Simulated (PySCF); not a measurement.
C₄H₁₃NSi, SMILES CCN[SiH](C)C.

Coordinates come from a PBE0-D3(BJ)/def2-SVP optimisation. One conformer was computed; it need not be the lowest.

Calculation: PySCF with TDA-PBE0/def2-SVPD.

Vertical excitations. Gas-phase values at a fixed geometry.

Computed excitation energies, oscillator strengths and character:
```csv
state,energy (eV),λ (nm),f,main pairs
S1,5.81,214,0.026,HOMO→LUMO 89 %
S2,6.33,196,0.003,HOMO→LUMO+1 85 %
S3,6.73,184,0.047,HOMO→LUMO+2 84 %
S4,6.85,181,0.027,HOMO→LUMO+3 85 %
S5,7.28,170,0.022,"HOMO→LUMO+4 67 %, HOMO→LUMO+5 25 %"
S6,7.43,167,0.054,"HOMO→LUMO+5 64 %, HOMO→LUMO+4 29 %"
T1,5.61,221,0,"HOMO→LUMO 76 %, HOMO→LUMO+1 18 %"
T2,6.18,201,0,"HOMO→LUMO+1 69 %, HOMO→LUMO 21 %"
```
Triplets are in the Tamm–Dancoff approximation.
